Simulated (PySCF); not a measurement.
NaBe⁺: one state, many levels of theory

State: ¹Σ⁺ (singlet), closed shell. Set-up: PySCF, no relativity, basis sets Na def2-SVPD, Be def2-SVPD. De refers to Na⁺ + Be in their ground configurations, without counterpoise correction. A positive dipole points towards Be; it is taken about the centre of mass and depends on that origin.

```json
{"Level": "RHF-MP2", "Re (Å)": "3.099", "ωe (cm⁻¹)": "182", "De (eV)": "0.349", "μ (D)": "n/a"}
{"Level": "RHF-SCS-MP2", "Re (Å)": "3.101", "ωe (cm⁻¹)": "181", "De (eV)": "0.343", "μ (D)": "n/a"}
{"Level": "RHF-CCSD", "Re (Å)": "3.127", "ωe (cm⁻¹)": "170", "De (eV)": "0.274", "μ (D)": "n/a"}
{"Level": "RHF-CCSD(T)", "Re (Å)": "3.126", "ωe (cm⁻¹)": "170", "De (eV)": "0.275", "μ (D)": "n/a"}
{"Level": "PBE", "Re (Å)": "2.977", "ωe (cm⁻¹)": "202", "De (eV)": "0.485", "μ (D)": "-0.54"}
{"Level": "r²SCAN", "Re (Å)": "3.029", "ωe (cm⁻¹)": "194", "De (eV)": "0.426", "μ (D)": "-0.75"}
{"Level": "TPSSh", "Re (Å)": "3.010", "ωe (cm⁻¹)": "201", "De (eV)": "0.454", "μ (D)": "-0.66"}
{"Level": "PBE0", "Re (Å)": "2.984", "ωe (cm⁻¹)": "202", "De (eV)": "0.457", "μ (D)": "-0.63"}
{"Level": "B97-3", "Re (Å)": "3.006", "ωe (cm⁻¹)": "192", "De (eV)": "0.398", "μ (D)": "-0.79"}
{"Level": "M06", "Re (Å)": "3.058", "ωe (cm⁻¹)": "185", "De (eV)": "0.457", "μ (D)": "-0.75"}
{"Level": "LC-ωPBE", "Re (Å)": "2.989", "ωe (cm⁻¹)": "202", "De (eV)": "0.422", "μ (D)": "-0.77"}
```

**Question.** Which functional lies closest to RHF-CCSD(T) in De, which farthest, and by how much do they differ from it?

**Answer.** Closest is B97-3 (-12.0 pm in Re, +12.9 % in ωe, +0.12 eV in De against RHF-CCSD(T) in the same basis), farthest PBE (-14.9 pm in Re, +18.8 % in ωe, +0.21 eV in De). CCSD(T) converges more slowly with the basis than the functionals do and binds too weakly in this one, so the order can change at the basis-set limit.

**Question.** What does a quarter of exact exchange do here, going from PBE to PBE0?

**Answer.** PBE0 less PBE: +0.7 pm in Re, +0.0 % in ωe, -0.03 eV in De. Exact exchange removes part of the self-interaction that spreads semilocal densities, and in most molecules shortens and stiffens the bond and lowers De; here Re goes the other way.

**Question.** What does the step from GGA to meta-GGA do here, going from PBE to r²SCAN?

**Answer.** r²SCAN less PBE: +5.2 pm in Re, -4.0 % in ωe, -0.06 eV in De. 

Correlated steps freeze 1 core orbital. Closed-shell solutions of metal pairs were not tested for spin polarisation, which can lower them a little. Correlated levels converge slowly with the basis: in double zeta they bind strong bonds too weakly, by up to about 1 eV, and carry superposition errors of some tenths. For an ion De counts to the pair picked by the measured ionisation energies or electron affinities, which need not be the lowest pair at this level.

The whole job (state search and all levels along the bond) took about 0.47 min on 1 thread of Arm Neoverse V2 (shared host), peak memory 0.36 GiB.
